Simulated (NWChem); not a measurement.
Molecule: CHCl2, doublet; SMILES Cl[CH]Cl

Program: NWChem. Spin-unrestricted. In the optimisation the excess spin sits in a' (Cs, its own frame). Geometry: optimised at PBE0/def2-SVP, spin-unrestricted. No stability test was run on the SCF state. Level: PBE/def2-SVP with COSMO at NWChem's default radii, gas-phase geometry; the question gives the dielectric constant. Reactions with the solvent are ignored.

**Question.** Predict the results for dielectric constant 2.4. Quantities: electrostatic solvation energy (kcal/mol); dipole in solution (D).

**Answer.** 
| Item | Result |
|---|---|
| electrostatic solvation energy (kcal/mol) | -0.7 |
| dipole in solution (D) | 0.90 |
